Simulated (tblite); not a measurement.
Compound: C₅H₁₀BNO.
Numbering: `[CH3:1][B:2]([CH3:3])/[N:4]=[CH:5]\[CH2:6][CH:7]=[O:8]` (hydrogens: H9, H10, H11 on C1; H12, H13, H14 on C3; H15 on C5; H16, H17 on C6; H18 on C7)

Computed with GFN2-xTB (tblite), gas phase: L-BFGS steps from a force-field or distance-geometry start until the largest atomic force falls under 0.01 eV/Å.

Step 67: E = -653.0323 eV
```
atom  x, y, z in Å  |  force x, y, z in eV/Å
C1     -1.7422   -1.6022    0.5580    0.063   0.042   0.002
B2     -1.4002   -0.2965   -0.3077    0.091  -0.030   0.035
C3     -2.4871    0.6251   -1.0267    0.034   0.009  -0.027
N4     -0.0895    0.0034   -0.4362   -0.018  -0.032  -0.003
C5      1.1277    0.1595   -0.5955    0.008   0.008   0.127
C6      1.9991    1.0202    0.3000    0.006  -0.018   0.024
C7      3.3240    0.3333    0.4888   -0.050   0.020   0.090
O8      4.2720    0.4635   -0.2307    0.046   0.045  -0.103
H9     -1.9191   -1.3331    1.5975   -0.073   0.052  -0.013
H10    -2.6212   -2.1339    0.2047   -0.028   0.096  -0.036
H11    -0.9118   -2.3057    0.5608   -0.006   0.007  -0.023
H12    -2.3917    1.6793   -0.7802    0.068  -0.004   0.196
H13    -2.3416    0.5823   -2.1033   -0.079  -0.138  -0.076
H14    -3.5076    0.3271   -0.8063    0.015  -0.035  -0.024
H15     1.6662   -0.3223   -1.4086   -0.006   0.018  -0.186
H16     2.1542    1.9713   -0.2160    0.045  -0.010  -0.045
H17     1.4970    1.1990    1.2493   -0.019  -0.031   0.018
H18     3.3635   -0.3641    1.3469   -0.095   0.003   0.044
```

Step 68: E = -653.0377 eV
```
atom  x, y, z in Å  |  force x, y, z in eV/Å
C1     -1.7433   -1.6003    0.5618   -0.006  -0.012  -0.033
B2     -1.3898   -0.2990   -0.3078    0.033  -0.085   0.116
C3     -2.4814    0.6231   -1.0192    0.061   0.025   0.030
N4     -0.0791   -0.0173   -0.4524   -0.007   0.027   0.008
C5      1.1356    0.1594   -0.6031    0.055   0.024   0.041
C6      1.9951    1.0252    0.2967    0.035  -0.014   0.038
C7      3.3185    0.3373    0.4898   -0.007  -0.036   0.094
O8      4.2676    0.4534   -0.2312    0.005   0.075  -0.096
H9     -1.9374   -1.3325    1.6001   -0.021   0.043  -0.065
H10    -2.6262   -2.1180    0.1930    0.004   0.087  -0.009
H11    -0.9236   -2.3186    0.5687   -0.038   0.074   0.003
H12    -2.3892    1.6784   -0.7743    0.082  -0.012   0.191
H13    -2.3364    0.5773   -2.0941   -0.107  -0.131  -0.128
H14    -3.4990    0.3225   -0.7897    0.014  -0.038  -0.050
H15     1.6844   -0.3034   -1.4200   -0.008  -0.013  -0.191
H16     2.1545    1.9767   -0.2165    0.024  -0.008  -0.052
H17     1.4868    1.1989    1.2427   -0.021  -0.014   0.041
H18     3.3542   -0.3568    1.3505   -0.097   0.009   0.062
```

Step 69: E = -653.0431 eV
```
atom  x, y, z in Å  |  force x, y, z in eV/Å
C1     -1.7428   -1.5994    0.5643   -0.067  -0.039  -0.050
B2     -1.3799   -0.3049   -0.3102    0.021  -0.060   0.120
C3     -2.4762    0.6247   -1.0098    0.084   0.009   0.042
N4     -0.0684   -0.0415   -0.4792   -0.021   0.059   0.042
C5      1.1450    0.1539   -0.6163    0.078   0.037  -0.048
C6      1.9890    1.0270    0.2919    0.049  -0.039   0.057
C7      3.3138    0.3423    0.4961    0.020  -0.049   0.041
O8      4.2659    0.4511   -0.2240   -0.076   0.082  -0.036
H9     -1.9522   -1.3260    1.5994    0.026   0.023  -0.098
H10    -2.6281   -2.1078    0.1857    0.026   0.075   0.004
H11    -0.9310   -2.3276    0.5770   -0.055   0.110   0.033
H12    -2.3809    1.6797   -0.7593    0.089  -0.056   0.147
H13    -2.3397    0.5757   -2.0867   -0.121  -0.091  -0.082
H14    -3.4930    0.3249   -0.7705    0.042  -0.033  -0.061
H15     1.7047   -0.2925   -1.4366   -0.017  -0.014  -0.152
H16     2.1534    1.9793   -0.2194   -0.005  -0.028  -0.041
H17     1.4670    1.1951    1.2326    0.012  -0.003   0.015
H18     3.3449   -0.3478    1.3599   -0.088   0.016   0.068
```

Step 70: E = -653.0503 eV
```
atom  x, y, z in Å  |  force x, y, z in eV/Å
C1     -1.7433   -1.5994    0.5680   -0.115  -0.053  -0.057
B2     -1.3653   -0.3146   -0.3083   -0.037  -0.021   0.093
C3     -2.4616    0.6237   -1.0000    0.073  -0.020   0.053
N4     -0.0553   -0.0666   -0.5008   -0.042   0.084   0.090
C5      1.1537    0.1547   -0.6297    0.128   0.049  -0.177
C6      1.9816    1.0312    0.2893    0.042  -0.026   0.037
C7      3.3035    0.3451    0.5003    0.040  -0.056  -0.015
O8      4.2542    0.4464   -0.2240   -0.109   0.061   0.041
H9     -1.9678   -1.3138    1.5967    0.071  -0.006  -0.088
H10    -2.6328   -2.0943    0.1818    0.022   0.040  -0.001
H11    -0.9426   -2.3393    0.5895   -0.059   0.124   0.065
H12    -2.3638    1.6775   -0.7403    0.093  -0.100   0.072
H13    -2.3333    0.5666   -2.0785   -0.104  -0.017  -0.040
H14    -3.4778    0.3236   -0.7577    0.045  -0.027  -0.042
H15     1.7171   -0.2663   -1.4622    0.003  -0.012  -0.100
H16     2.1549    1.9852   -0.2185   -0.047  -0.059  -0.014
H17     1.4450    1.1889    1.2235    0.033   0.028   0.016
H18     3.3251   -0.3424    1.3659   -0.037   0.013   0.067
```

Task: Estimate the geometry and energy of step 71. (The exact step hangs on the optimiser's Hessian estimate; all steps are aligned on step 70, rigid shifts and turns removed.)

Result: E = -653.0561 eV, largest force 0.200 eV/Å
```
atom  x, y, z in Å  |  force x, y, z in eV/Å
C1     -1.7415   -1.6006    0.5701   -0.093  -0.018  -0.029
B2     -1.3521   -0.3270   -0.3116   -0.020   0.055   0.021
C3     -2.4469    0.6276   -0.9886    0.043  -0.066   0.001
N4     -0.0425   -0.0943   -0.5323   -0.056   0.082   0.118
C5      1.1636    0.1498   -0.6536    0.059   0.052  -0.184
C6      1.9695    1.0296    0.2840    0.022  -0.049   0.017
C7      3.2919    0.3485    0.5093    0.006  -0.033  -0.057
O8      4.2450    0.4501   -0.2124   -0.113   0.034   0.095
H9     -1.9720   -1.2963    1.5916    0.076  -0.025  -0.056
H10    -2.6314   -2.0928    0.1868   -0.021   0.009  -0.030
H11    -0.9461   -2.3435    0.6060   -0.033   0.092   0.075
H12    -2.3397    1.6783   -0.7171    0.100  -0.130   0.010
H13    -2.3353    0.5683   -2.0712   -0.066   0.047   0.043
H14    -3.4647    0.3340   -0.7430    0.054  -0.030  -0.003
H15     1.7316   -0.2520   -1.4928    0.030   0.007  -0.057
H16     2.1455    1.9870   -0.2177   -0.061  -0.077   0.006
H17     1.4129    1.1752    1.2100    0.068   0.035  -0.024
H18     3.3039   -0.3359    1.3776    0.005   0.013   0.055
```

The energy changes by -0.0058 eV. The first-order estimate −F·Δx gives -0.0082 eV and the mean of the old and new forces, exact on a quadratic surface, -0.0057 eV. The step makes an angle of 80° with the force vector and moves no atom by more than 0.044 Å.

The cost below is that of the whole relaxation. Hardware: an Intel Xeon at 2.50 GHz with one thread, shared host with 64 logical CPUs at a one-minute load of 63. Cost: 4.1 s wall.
